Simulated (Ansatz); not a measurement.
A short molecular-dynamics run on C2HF5O, SMILES `FC(F)OC(F)(F)F`.

```yaml
crystal:
  periodic: [false, false, false]
  atoms:
    - {symbol: F, position_ang: [1.027642, -1.052648, 1.458194]}
    - {symbol: C, position_ang: [-0.034478, -0.971676, 0.650497]}
    - {symbol: F, position_ang: [-0.442267, -2.208516, 0.377967]}
    - {symbol: O, position_ang: [0.350542, -0.403317, -0.554106]}
    - {symbol: C, position_ang: [0.075730, 0.912460, -0.724494]}
    - {symbol: F, position_ang: [0.620214, 1.666261, 0.229339]}
    - {symbol: F, position_ang: [0.560558, 1.273992, -1.891736]}
    - {symbol: F, position_ang: [-1.238606, 1.148175, -0.709365]}
    - {symbol: H, position_ang: [-0.830834, -0.411030, 1.146606]}
basis:
  gaussian: {orbitals: def2-SVP}
hamiltonian: {xc: {name: revPBE}}
md: {timestep: 0.5 fs, n_steps: 50, ensemble: nvt_langevin, temperature: 300, initial_velocities: maxwell_boltzmann, friction: 0.01, seed: 500}
```

```sh
$ ansatz run in.yaml --threads 4 --pin off --events-out ev --progress --plain --max-ram 11315MiB
```

| step | time (fs) | potential energy (eV) | kinetic (eV) | T (K) | conserved (eV) |
| --- | --- | --- | --- | --- | --- |
| 0 | 0.0 | -17702.4258 | 0.3102 | 267 | – |
| 1 | 0.5 | -17702.4250 | 0.2871 | 247 | – |
| 2 | 1.0 | -17702.4160 | 0.2993 | 257 | – |
| 3 | 1.5 | -17702.3996 | 0.2731 | 235 | – |
| 4 | 2.0 | -17702.3776 | 0.2545 | 219 | – |
| 5 | 2.5 | -17702.3541 | 0.2254 | 194 | – |
| 6 | 3.0 | -17702.3329 | 0.1975 | 170 | – |
| 7 | 3.5 | -17702.3159 | 0.1716 | 148 | – |
| 8 | 4.0 | -17702.3036 | 0.1744 | 150 | – |
| 9 | 4.5 | -17702.2954 | 0.1642 | 141 | – |
| 10 | 5.0 | -17702.2914 | 0.1663 | 143 | – |
| 11 | 5.5 | -17702.2916 | 0.1590 | 137 | – |
| 12 | 6.0 | -17702.2942 | 0.1560 | 134 | – |
| 13 | 6.5 | -17702.2977 | 0.1515 | 130 | – |
| 14 | 7.0 | -17702.3003 | 0.1423 | 122 | – |
| 15 | 7.5 | -17702.3013 | 0.1400 | 120 | – |
| 16 | 8.0 | -17702.3039 | 0.1297 | 111 | – |
| 17 | 8.5 | -17702.3122 | 0.1435 | 123 | – |
| 18 | 9.0 | -17702.3279 | 0.1657 | 142 | – |
| 19 | 9.5 | -17702.3506 | 0.1931 | 166 | – |
| 20 | 10.0 | -17702.3774 | 0.2149 | 185 | – |
| 21 | 10.5 | -17702.4042 | 0.2381 | 205 | – |
| 22 | 11.0 | -17702.4269 | 0.2546 | 219 | – |
| 23 | 11.5 | -17702.4432 | 0.2753 | 237 | – |
| 24 | 12.0 | -17702.4516 | 0.2711 | 233 | – |
| 25 | 12.5 | -17702.4521 | 0.2777 | 239 | – |
| 26 | 13.0 | -17702.4464 | 0.2878 | 247 | – |
| 27 | 13.5 | -17702.4370 | 0.2591 | 223 | – |
| 28 | 14.0 | -17702.4260 | 0.2539 | 218 | – |
| 29 | 14.5 | -17702.4150 | 0.2496 | 215 | – |
| 30 | 15.0 | -17702.4066 | 0.2403 | 207 | – |
| 31 | 15.5 | -17702.4017 | 0.2404 | 207 | – |
| 32 | 16.0 | -17702.3983 | 0.2315 | 199 | – |
| 33 | 16.5 | -17702.3944 | 0.2266 | 195 | – |
| 34 | 17.0 | -17702.3878 | 0.2170 | 187 | – |
| 35 | 17.5 | -17702.3753 | 0.2184 | 188 | – |
| 36 | 18.0 | -17702.3575 | 0.2074 | 178 | – |
| 37 | 18.5 | -17702.3373 | 0.1896 | 163 | – |
| 38 | 19.0 | -17702.3171 | 0.1699 | 146 | – |
| 39 | 19.5 | -17702.3018 | 0.1528 | 131 | – |
| 40 | 20.0 | -17702.2958 | 0.1486 | 128 | – |
| 41 | 20.5 | -17702.2983 | 0.1496 | 129 | – |
| 42 | 21.0 | -17702.3079 | 0.1646 | 141 | – |
| 43 | 21.5 | -17702.3199 | 0.1732 | 149 | – |
| 44 | 22.0 | -17702.3293 | 0.1910 | 164 | – |
| 45 | 22.5 | -17702.3335 | 0.1988 | 171 | – |
| 46 | 23.0 | -17702.3323 | 0.1872 | 161 | – |
| 47 | 23.5 | -17702.3282 | 0.1960 | 168 | – |
| 48 | 24.0 | -17702.3232 | 0.1933 | 166 | – |
| 49 | 24.5 | -17702.3194 | 0.1875 | 161 | – |
| 50 | 25.0 | -17702.3185 | 0.1945 | 167 | – |

Velocities are drawn at the set temperature; a run this short doesn't reach equilibrium.

Frames (Å, forces in eV/Å):

```xyz
9
time=0.0 fs
F     1.028   -1.053    1.458    0.732    0.014    0.643
C    -0.034   -0.972    0.650    0.032   -0.145    0.057
F    -0.442   -2.209    0.378   -0.402   -0.884   -0.187
O     0.351   -0.403   -0.554    0.318   -0.485   -0.501
C     0.076    0.912   -0.724    0.048   -0.020   -0.104
F     0.620    1.666    0.229    0.503    0.657    0.852
F     0.561    1.274   -1.892    0.456    0.306   -1.066
F    -1.239    1.148   -0.709   -1.177    0.183    0.015
H    -0.831   -0.411    1.147   -0.509    0.375    0.291
9
time=1.0 fs
F     1.019   -1.050    1.458    1.275   -0.118    0.943
C    -0.030   -0.978    0.656   -0.816    0.664    0.111
F    -0.441   -2.209    0.383   -0.460   -0.974   -0.201
O     0.354   -0.405   -0.555    0.209   -0.450   -0.455
C     0.076    0.913   -0.727    0.026   -0.217   -0.109
F     0.620    1.663    0.226    0.549    0.754    0.960
F     0.563    1.278   -1.892    0.451    0.279   -1.081
F    -1.238    1.150   -0.713   -1.146    0.157    0.006
H    -0.827   -0.391    1.174   -0.087   -0.093   -0.174
9
time=2.0 fs
F     1.011   -1.047    1.457    1.821   -0.244    1.254
C    -0.026   -0.985    0.661   -1.575    1.330    0.098
F    -0.440   -2.212    0.387   -0.497   -1.020   -0.206
O     0.358   -0.408   -0.556    0.099   -0.377   -0.425
C     0.077    0.915   -0.729    0.004   -0.425   -0.133
F     0.620    1.660    0.224    0.592    0.844    1.048
F     0.565    1.281   -1.894    0.439    0.240   -1.053
F    -1.238    1.151   -0.717   -1.109    0.134    0.001
H    -0.823   -0.374    1.201    0.226   -0.483   -0.584
9
time=3.0 fs
F     1.004   -1.045    1.458    2.319   -0.354    1.545
C    -0.023   -0.990    0.666   -2.064    1.722   -0.062
F    -0.440   -2.215    0.391   -0.516   -1.014   -0.202
O     0.361   -0.410   -0.556   -0.014   -0.287   -0.402
C     0.078    0.916   -0.731   -0.036   -0.633   -0.155
F     0.620    1.656    0.222    0.627    0.931    1.115
F     0.566    1.285   -1.897    0.421    0.200   -0.999
F    -1.238    1.152   -0.720   -1.041    0.111   -0.006
H    -0.815   -0.365    1.223    0.303   -0.677   -0.835
9
time=4.0 fs
F     0.998   -1.043    1.459    2.696   -0.429    1.770
C    -0.022   -0.992    0.672   -2.291    1.796   -0.321
F    -0.440   -2.218    0.395   -0.511   -0.936   -0.175
O     0.365   -0.414   -0.557   -0.134   -0.153   -0.355
C     0.080    0.918   -0.733   -0.072   -0.796   -0.229
F     0.619    1.653    0.221    0.657    0.992    1.169
F     0.569    1.289   -1.900    0.385    0.149   -0.904
F    -1.239    1.154   -0.723   -0.947    0.077   -0.011
H    -0.806   -0.363    1.238    0.217   -0.700   -0.944
9
time=5.0 fs
F     0.993   -1.042    1.461    2.972   -0.476    1.936
C    -0.022   -0.993    0.677   -2.247    1.641   -0.664
F    -0.439   -2.221    0.398   -0.510   -0.850   -0.143
O     0.369   -0.418   -0.557   -0.258    0.007   -0.319
C     0.080    0.918   -0.735   -0.042   -0.893   -0.279
F     0.619    1.651    0.220    0.654    1.013    1.187
F     0.572    1.294   -1.902    0.332    0.082   -0.798
F    -1.240    1.156   -0.726   -0.858    0.035   -0.017
H    -0.793   -0.368    1.246   -0.041   -0.559   -0.902
9
time=6.0 fs
F     0.990   -1.042    1.464    3.080   -0.480    2.016
C    -0.025   -0.993    0.683   -1.884    1.263   -1.088
F    -0.439   -2.225    0.401   -0.515   -0.771   -0.115
O     0.372   -0.422   -0.558   -0.394    0.193   -0.265
C     0.080    0.918   -0.737    0.019   -0.970   -0.334
F     0.619    1.648    0.220    0.627    1.007    1.176
F     0.574    1.298   -1.904    0.272    0.014   -0.677
F    -1.241    1.157   -0.730   -0.766   -0.005   -0.017
H    -0.781   -0.380    1.244   -0.441   -0.250   -0.697
9
time=7.0 fs
F     0.988   -1.041    1.467    3.010   -0.443    2.005
C    -0.029   -0.992    0.687   -1.255    0.731   -1.566
F    -0.437   -2.228    0.404   -0.515   -0.707   -0.092
O     0.375   -0.426   -0.559   -0.517    0.357   -0.193
C     0.080    0.917   -0.739    0.071   -1.012   -0.347
F     0.619    1.646    0.221    0.586    0.972    1.116
F     0.576    1.302   -1.907    0.223   -0.041   -0.558
F    -1.243    1.158   -0.733   -0.671   -0.041   -0.015
H    -0.774   -0.397    1.235   -0.933    0.184   -0.349
9
time=8.0 fs
F     0.988   -1.042    1.471    2.809   -0.377    1.922
C    -0.034   -0.991    0.691   -0.569    0.188   -1.975
F    -0.437   -2.230    0.407   -0.510   -0.642   -0.069
O     0.377   -0.429   -0.560   -0.611    0.516   -0.136
C     0.080    0.917   -0.741    0.147   -1.011   -0.306
F     0.620    1.645    0.223    0.512    0.895    0.996
F     0.578    1.306   -1.910    0.175   -0.094   -0.437
F    -1.244    1.159   -0.736   -0.576   -0.069   -0.014
H    -0.773   -0.411    1.222   -1.378    0.595    0.020
9
time=9.0 fs
F     0.989   -1.042    1.476    2.418   -0.279    1.735
C    -0.038   -0.988    0.694   -0.090   -0.179   -2.090
F    -0.436   -2.233    0.409   -0.484   -0.534   -0.036
O     0.379   -0.433   -0.561   -0.684    0.660   -0.078
C     0.079    0.917   -0.744    0.250   -0.969   -0.260
F     0.620    1.645    0.226    0.426    0.795    0.852
F     0.579    1.310   -1.913    0.133   -0.150   -0.316
F    -1.246    1.159   -0.739   -0.509   -0.091   -0.007
H    -0.785   -0.418    1.208   -1.461    0.747    0.199
9
time=10.0 fs
F     0.991   -1.042    1.484    1.897   -0.168    1.457
C    -0.043   -0.987    0.694    0.043   -0.251   -1.863
F    -0.436   -2.237    0.411   -0.437   -0.406    0.001
O     0.380   -0.437   -0.563   -0.727    0.788   -0.025
C     0.078    0.916   -0.747    0.343   -0.870   -0.179
F     0.621    1.646    0.228    0.320    0.653    0.660
F     0.579    1.312   -1.917    0.081   -0.209   -0.180
F    -1.248    1.160   -0.742   -0.407   -0.118   -0.008
H    -0.810   -0.415    1.196   -1.113    0.580    0.137
9
time=11.0 fs
F     0.994   -1.043    1.491    1.336   -0.044    1.135
C    -0.047   -0.984    0.693   -0.095   -0.167   -1.413
F    -0.436   -2.240    0.414   -0.378   -0.259    0.025
O     0.380   -0.439   -0.564   -0.739    0.861    0.008
C     0.076    0.914   -0.750    0.429   -0.684   -0.087
F     0.621    1.648    0.232    0.201    0.488    0.428
F     0.580    1.314   -1.922    0.009   -0.277   -0.009
F    -1.251    1.160   -0.744   -0.276   -0.147   -0.020
H    -0.844   -0.408    1.185   -0.486    0.230   -0.068
9
time=12.0 fs
F     0.998   -1.043    1.500    0.767    0.073    0.785
C    -0.050   -0.982    0.691   -0.338   -0.056   -0.930
F    -0.436   -2.243    0.415   -0.300   -0.087    0.057
O     0.380   -0.441   -0.565   -0.716    0.877    0.045
C     0.074    0.912   -0.753    0.527   -0.433   -0.008
F     0.621    1.650    0.235    0.086    0.314    0.193
F     0.581    1.316   -1.927   -0.062   -0.350    0.169
F    -1.254    1.160   -0.746   -0.179   -0.175   -0.034
H    -0.881   -0.398    1.173    0.216   -0.164   -0.277
9
time=13.0 fs
F     1.003   -1.044    1.508    0.219    0.176    0.424
C    -0.053   -0.979    0.689   -0.507    0.007   -0.509
F    -0.437   -2.246    0.417   -0.220    0.083    0.088
O     0.378   -0.441   -0.566   -0.660    0.839    0.073
C     0.073    0.908   -0.755    0.601   -0.138    0.043
F     0.620    1.651    0.239   -0.008    0.148   -0.026
F     0.581    1.316   -1.932   -0.131   -0.425    0.353
F    -1.256    1.160   -0.748   -0.095   -0.205   -0.050
H    -0.915   -0.387    1.158    0.800   -0.485   -0.396
9
time=14.0 fs
F     1.008   -1.044    1.517   -0.270    0.267    0.097
C    -0.056   -0.978    0.685   -0.512   -0.041   -0.226
F    -0.437   -2.250    0.418   -0.145    0.236    0.110
O     0.376   -0.442   -0.567   -0.578    0.813    0.070
C     0.073    0.905   -0.757    0.616    0.118    0.061
F     0.620    1.653    0.242   -0.092   -0.006   -0.229
F     0.581    1.317   -1.938   -0.186   -0.496    0.540
F    -1.258    1.159   -0.750    0.013   -0.230   -0.053
H    -0.942   -0.380    1.135    1.155   -0.661   -0.369
9
time=15.0 fs
F     1.013   -1.044    1.525   -0.682    0.339   -0.193
C    -0.059   -0.977    0.681   -0.391   -0.171   -0.016
F    -0.438   -2.254    0.420   -0.073    0.337    0.110
O     0.374   -0.444   -0.567   -0.467    0.821    0.001
C     0.073    0.903   -0.759    0.581    0.304    0.080
F     0.620    1.656    0.246   -0.168   -0.142   -0.416
F     0.581    1.317   -1.943   -0.227   -0.556    0.712
F    -1.261    1.159   -0.752    0.144   -0.247   -0.049
H    -0.960   -0.379    1.108    1.283   -0.685   -0.229
9
time=16.0 fs
F     1.017   -1.044    1.533   -1.011    0.394   -0.446
C    -0.061   -0.976    0.676   -0.046   -0.448    0.073
F    -0.438   -2.257    0.423   -0.005    0.398    0.094
O     0.370   -0.444   -0.567   -0.331    0.826   -0.110
C     0.073    0.902   -0.761    0.543    0.468    0.105
F     0.620    1.659    0.249   -0.240   -0.262   -0.582
F     0.581    1.318   -1.948   -0.275   -0.618    0.874
F    -1.264    1.158   -0.754    0.274   -0.259   -0.048
H    -0.962   -0.389    1.078    1.092   -0.499    0.039
9
time=17.0 fs
F     1.021   -1.043    1.541   -1.261    0.439   -0.656
C    -0.063   -0.975    0.671    0.526   -0.888    0.051
F    -0.438   -2.260    0.425    0.055    0.442    0.068
O     0.366   -0.445   -0.566   -0.182    0.832   -0.242
C     0.073    0.901   -0.762    0.476    0.579    0.131
F     0.620    1.661    0.251   -0.288   -0.352   -0.712
F     0.581    1.317   -1.953   -0.306   -0.661    1.003
F    -1.267    1.158   -0.757    0.385   -0.266   -0.046
H    -0.953   -0.405    1.049    0.595   -0.125    0.404
9
time=18.0 fs
F     1.024   -1.041    1.548   -1.470    0.467   -0.851
C    -0.064   -0.976    0.667    1.204   -1.339   -0.024
F    -0.438   -2.263    0.428    0.113    0.458    0.033
O     0.361   -0.444   -0.566   -0.041    0.822   -0.344
C     0.073    0.903   -0.764    0.406    0.599    0.125
F     0.620    1.663    0.252   -0.315   -0.398   -0.806
F     0.581    1.317   -1.957   -0.328   -0.676    1.116
F    -1.269    1.159   -0.760    0.468   -0.257   -0.038
H    -0.941   -0.422    1.023   -0.038    0.323    0.788
9
time=19.0 fs
F     1.026   -1.039    1.555   -1.614    0.473   -1.026
C    -0.065   -0.977    0.661    1.793   -1.678   -0.036
F    -0.437   -2.266    0.429    0.163    0.462   -0.011
O     0.357   -0.444   -0.567    0.098    0.800   -0.431
C     0.075    0.906   -0.765    0.289    0.557    0.119
F     0.620    1.664    0.253   -0.326   -0.424   -0.882
F     0.582    1.315   -1.962   -0.332   -0.667    1.206
F    -1.270    1.160   -0.763    0.552   -0.232   -0.029
H    -0.929   -0.436    1.006   -0.623    0.707    1.090
9
time=20.0 fs
F     1.028   -1.037    1.561   -1.677    0.460   -1.175
C    -0.064   -0.979    0.655    1.958   -1.757    0.134
F    -0.435   -2.269    0.431    0.208    0.476   -0.061
O     0.352   -0.443   -0.569    0.221    0.764   -0.483
C     0.078    0.909   -0.765    0.101    0.485    0.072
F     0.620    1.666    0.254   -0.320   -0.425   -0.935
F     0.581    1.313   -1.966   -0.311   -0.640    1.286
F    -1.272    1.160   -0.766    0.654   -0.200   -0.006
H    -0.921   -0.443    1.003   -0.833    0.838    1.168
9
time=21.0 fs
F     1.029   -1.035    1.566   -1.661    0.427   -1.303
C    -0.061   -0.981    0.649    1.538   -1.457    0.551
F    -0.434   -2.272    0.433    0.254    0.494   -0.123
O     0.348   -0.441   -0.570    0.329    0.686   -0.509
C     0.081    0.913   -0.766   -0.108    0.398    0.061
F     0.620    1.667    0.255   -0.302   -0.412   -0.972
F     0.580    1.311   -1.969   -0.267   -0.597    1.317
F    -1.273    1.159   -0.769    0.732   -0.160    0.014
H    -0.922   -0.441    1.015   -0.516    0.621    0.964
9
time=22.0 fs
F     1.028   -1.034    1.571   -1.574    0.377   -1.407
C    -0.056   -0.985    0.644    0.793   -0.907    1.114
F    -0.432   -2.274    0.435    0.291    0.506   -0.194
O     0.345   -0.439   -0.573    0.413    0.555   -0.484
C     0.084    0.916   -0.766   -0.311    0.326    0.030
F     0.619    1.667    0.254   -0.268   -0.385   -0.982
F     0.579    1.308   -1.973   -0.220   -0.549    1.335
F    -1.273    1.158   -0.772    0.786   -0.119    0.031
H    -0.926   -0.433    1.038    0.091    0.195    0.557
9
time=23.0 fs
F     1.026   -1.032    1.575   -1.435    0.316   -1.487
C    -0.050   -0.989    0.639    0.086   -0.338    1.652
F    -0.429   -2.276    0.438    0.317    0.513   -0.262
O     0.342   -0.436   -0.576    0.482    0.407   -0.420
C     0.086    0.920   -0.766   -0.515    0.252    0.007
F     0.617    1.669    0.254   -0.226   -0.359   -0.986
F     0.577    1.305   -1.975   -0.169   -0.490    1.335
F    -1.274    1.157   -0.774    0.828   -0.080    0.042
H    -0.928   -0.421    1.066    0.632   -0.222    0.119
9
time=24.0 fs
F     1.023   -1.029    1.579   -1.257    0.242   -1.539
C    -0.044   -0.994    0.636   -0.392    0.103    2.067
F    -0.427   -2.278    0.439    0.338    0.506   -0.321
O     0.339   -0.433   -0.579    0.526    0.281   -0.337
C     0.088    0.923   -0.766   -0.684    0.140   -0.019
F     0.615    1.671    0.254   -0.172   -0.322   -0.967
F     0.575    1.302   -1.977   -0.111   -0.419    1.310
F    -1.273    1.157   -0.776    0.830   -0.042    0.053
H    -0.923   -0.414    1.095    0.921   -0.489   -0.247
9
time=25.0 fs
F     1.020   -1.026    1.582   -1.028    0.170   -1.552
C    -0.038   -0.997    0.634   -0.663    0.380    2.310
F    -0.424   -2.279    0.441    0.355    0.483   -0.378
O     0.336   -0.431   -0.582    0.553    0.149   -0.221
C     0.089    0.927   -0.766   -0.835    0.038   -0.031
F     0.612    1.672    0.253   -0.112   -0.281   -0.930
F     0.573    1.299   -1.978   -0.045   -0.342    1.249
F    -1.273    1.158   -0.778    0.810   -0.016    0.064
H    -0.908   -0.413    1.123    0.964   -0.581   -0.510
```

Hardware: 4 threads of an Arm Neoverse V2 on a shared host. Wall time 65 s, peak host memory 0.16 GiB.
